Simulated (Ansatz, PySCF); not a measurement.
Gas-phase reaction (SMILES): CCC[Si](O)(O)O [trihydroxy(propyl)silane] + N (NH3) -> N[Si](O)(O)O + CCC [propane]; ammonia cleaves one Si-C bond, a model of a ligand-exchange step.

Geometries: B3LYP-D3(BJ)/def2-TZVP minima from Ansatz (a program for electronic structure), one conformer each, not searched for the lowest. Correlated levels leave the core frozen unless marked. Spin-orbit coupling is left out. Non-relativistic. Basis-set limits of correlation are two-point, X^-3; Hartree-Fock from the larger set. The bracket is a focal-point correction in the basis named. Thermal terms are rigid-rotor harmonic-oscillator values from B3LYP-D3(BJ) frequencies (Ansatz or PySCF) at 298.15 K and 1 atm. 1 Eh = 627.5095 kcal/mol.

| species | E, RI-MP2/CBS(cc-pV(T+d)Z,cc-pV(Q+d)Z)+[CCSD(T)-MP2]/cc-pV(T+d)Z (Ansatz) (Eh) | E, wB97M-V/def2-TZVPD (Ansatz) (Eh) | H - E (Eh) |
|---|---|---|---|
| CCC[Si](O)(O)O | -634.95978 | -635.68934 | 0.14830 |
| N (NH3) | -56.50668 | -56.55014 | 0.03799 |
| N[Si](O)(O)O | -572.51372 | -573.16822 | 0.07786 |
| CCC | -118.97835 | -119.09630 | 0.10859 |

### Question
Work out ΔE and ΔH at 298.15 K at the first level, then ΔH at the second.

### Answer

1. ΔE = [(-572.51372) + (-118.97835)] - [(-634.95978) + (-56.50668)] = -0.02561 Eh = -16.1 kcal/mol at RI-MP2/CBS(cc-pV(T+d)Z,cc-pV(Q+d)Z)+[CCSD(T)-MP2]/cc-pV(T+d)Z.
2. The terms H - E add up to 0.00016 Eh, so ΔH = (-0.02561 + (0.00016))×627.5095 = -16.0 kcal/mol.
3. At wB97M-V/def2-TZVPD the same steps give ΔE = -15.7 and ΔH = -15.6 kcal/mol, a shift of +0.4 from the first level.
4. These values are not checked against measurement here, since the tables used lack a sound gas-phase enthalpy of formation for at least one species.
